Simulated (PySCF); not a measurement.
C₅H₇F. Atoms are numbered in the order given.

```xyz
13

C     -2.2338     0.1342     0.1992
C     -0.8310    -0.1378     0.7250
C      0.0589    -1.0672    -0.1026
C      0.9475    -0.0894    -0.3106
F      2.1043    -0.0277    -0.9586
C      0.2425     0.9880     0.4597
H     -2.7293     0.9322     0.7762
H     -2.8625    -0.7687     0.2667
H     -2.2020     0.4424    -0.8588
H     -0.8685    -0.4149     1.7934
H     -0.0200    -2.1142    -0.3962
H      0.7654     1.3645     1.3541
H     -0.1265     1.8414    -0.1324
```

Geometry optimised at B3LYP-D3(BJ)/def2-SVP.

These are M06-2X/def2-TZVP in PySCF values and carry that method's errors.

ESP charges are fitted to the potential on shells at 1.4 to 2.0 van der Waals radii. Atomic charges (e):

| atom | Mulliken | IAO | ESP fit | Löwdin |
|---|---|---|---|---|
| C1 | -0.44 | -0.41 | -0.60 | -0.30 |
| C2 | -0.06 | -0.08 | 0.50 | -0.23 |
| C3 | -0.18 | -0.24 | -0.62 | -0.12 |
| C4 | 0.20 | 0.30 | 0.44 | -0.29 |
| F5 | -0.19 | -0.27 | -0.20 | 0.19 |
| C6 | -0.30 | -0.29 | -0.52 | -0.18 |
| H7 | 0.14 | 0.14 | 0.13 | 0.12 |
| H8 | 0.14 | 0.14 | 0.16 | 0.13 |
| H9 | 0.14 | 0.14 | 0.16 | 0.13 |
| H10 | 0.12 | 0.13 | -0.01 | 0.15 |
| H11 | 0.15 | 0.15 | 0.25 | 0.13 |
| H12 | 0.14 | 0.14 | 0.15 | 0.14 |
| H13 | 0.15 | 0.14 | 0.17 | 0.14 |

Question: Give the Mayer and Wiberg (Löwdin basis) orders of the bonds. (An estimate is asked for; the answer gives what the named calculation found.)

Answer: 
```json
[
 {"bond": "C1–C2", "Mayer": "0.95", "Wiberg": "1.26"},
 {"bond": "C2–C3", "Mayer": "0.99", "Wiberg": "1.11"},
 {"bond": "C3–C4", "Mayer": "1.84", "Wiberg": "1.91"},
 {"bond": "C4–F5", "Mayer": "1.04", "Wiberg": "1.78"},
 {"bond": "C2–C6", "Mayer": "0.92", "Wiberg": "1.05"},
 {"bond": "C4–C6", "Mayer": "1.05", "Wiberg": "1.18"},
 {"bond": "C1–H7", "Mayer": "0.97", "Wiberg": "0.90"},
 {"bond": "C1–H8", "Mayer": "0.97", "Wiberg": "0.90"},
 {"bond": "C1–H9", "Mayer": "0.96", "Wiberg": "0.90"},
 {"bond": "C2–H10", "Mayer": "0.97", "Wiberg": "0.81"},
 {"bond": "C3–H11", "Mayer": "0.94", "Wiberg": "0.87"},
 {"bond": "C6–H12", "Mayer": "0.94", "Wiberg": "0.86"},
 {"bond": "C6–H13", "Mayer": "0.95", "Wiberg": "0.86"}
]
```
